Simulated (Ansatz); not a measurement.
Ansatz (a first-principles code) input:

Ansatz 0.2 input:
```yaml
crystal:
  periodic: [false, false, false]
  atoms:
    - {symbol: K, position_ang: [-0.00000000, -0.00000000, -1.30365535]}
    - {symbol: S, position_ang: [0.00000000, 0.00000000, 1.54809072]}
basis:
  gaussian:
    orbitals: def2-TZVP
hamiltonian:
  xc: b3lyp
  dispersion: d3bj
magnetization: {spin_polarized: true, initial_magnetization: 1}
phonons: {temperatures: {t_min: 298.15, t_max: 298.15, t_step: 100}}
```

Question: Predict the final energy.

Answer: -998.15474 Eh (B3LYP-D3(BJ)/def2-TZVP). The basis has 70 functions.
